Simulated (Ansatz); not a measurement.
Ideal-gas functions of CH4FOSi (`CO[SiH]F`) radical at 500 K and 1 bar, from an Ansatz frequency run at PBE0-D4/def2-TZVP.

Molar mass 79.13 g/mol, point group C1 (symmetry number 1), electronic degeneracy 2, moments of inertia 37.983, 124.951, 153.258 u Å². Harmonic wavenumbers (cm⁻¹, unscaled): 64, 86, 194, 346, 729, 745, 788, 884, 1157, 1181, 1215, 1481, 1495, 1499, 2168, 3034, 3104, 3136.

Use S(trans) = R[1.5 ln M + 2.5 ln T − 1.1517]; rotational temperatures θ = 24.2544 K / I; S(rot) = R[ln(√π/σ · √(T³/θAθBθC)) + 1.5]; for each mode x = 1.438777 ν̃/T, S = R[x/(eˣ − 1) − ln(1 − e⁻ˣ)] and H = RT x/(eˣ − 1); 1 cm⁻¹ = 0.0119627 kJ/mol; R = 8.31446 J/(mol·K).

Task: By hand: the entropy, in J/(mol·K).

Result: Translation 174.1. Rotation: θ = 0.6386, 0.1941, 0.1583 K, giving 111.1. Vibration, mode by mode: 22.39, 19.95, 13.27, 8.69, 3.53, 3.40, 3.09, 2.48, 1.33, 1.26, 1.16, 0.62, 0.60, 0.60, 0.12, 0.01, 0.01, 0.01, in all 82.5. Electronic 5.8. Sum 373.5 J/(mol·K).

Task: By hand: H − E and G − E in kJ/mol, counted from the electronic energy.

Result: Zero-point energy ½ × 23306 × 0.0119627 = 139.4; thermal vibration 19.6; translation, rotation and pV give 4 RT = 16.6. H − E = 175.6 kJ/mol, and G − E = 175.6 − 500 × 373.5/1000 = -11.1 kJ/mol.

Vibration gives 22 % of the entropy, 42.3 J/(mol·K) of it from the modes under 150 cm⁻¹: soft modes count most, and the harmonic formula is weakest for them. The sum counts one conformer and one mirror image; others add a mixing term.
